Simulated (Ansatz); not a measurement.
`[Cl][GeH2][Br]` and `ClCBr` differ in one element.

Ansatz, PBE0-D4/def2-TZVP geometries, multiplicity 1. 

Scalar relativity is left out up to krypton.

| property | `[Cl][GeH2][Br]` |
| --- | --- |
| HOMO–LUMO gap (ωB97M-V/def2-TZVPP) / eV | 11.74 |
| size of the dipole moment (ωB97M-V/def2-TZVPP) / D | 1.86 |
| HOMO energy (B3LYP/def2-TZVPP) / eV | -8.34 |
| zero-point energy (PBE0-D4/def2-TZVP) / kJ/mol | 48.0 |
| HOMO–LUMO gap (B3LYP/def2-TZVPP) / eV | 7.01 |
| LUMO energy (B3LYP/def2-TZVPP) / eV | -1.33 |

(1) Give the same properties after the change, and the shifts. (Estimate.)

## Answers

(1) The calculation gave: 
```
                                          property  `ClCBr`  shift
           HOMO–LUMO gap (ωB97M-V/def2-TZVPP) / eV    12.05   0.31
size of the dipole moment (ωB97M-V/def2-TZVPP) / D     1.57  -0.29
               HOMO energy (B3LYP/def2-TZVPP) / eV    -8.05   0.29
    zero-point energy (PBE0-D4/def2-TZVP) / kJ/mol     75.9   27.9
             HOMO–LUMO gap (B3LYP/def2-TZVPP) / eV     7.15   0.14
               LUMO energy (B3LYP/def2-TZVPP) / eV    -0.91   0.42
```

With PBE0 the HOMO rises by 0.30 eV and the LUMO rises by 0.39 eV, so the gap widens by about 0.09 eV. PBE moves the HOMO by 0.34 eV and ωB97M-V by 0.23 eV. Dipoles are sizes alone; their direction can turn.

B3LYP here is the variant with VWN-RPA as its local correlation; programs differ in this.

Spin–orbit coupling is left out; it splits and shifts lone-pair levels of the heavy atoms by tenths of an eV.
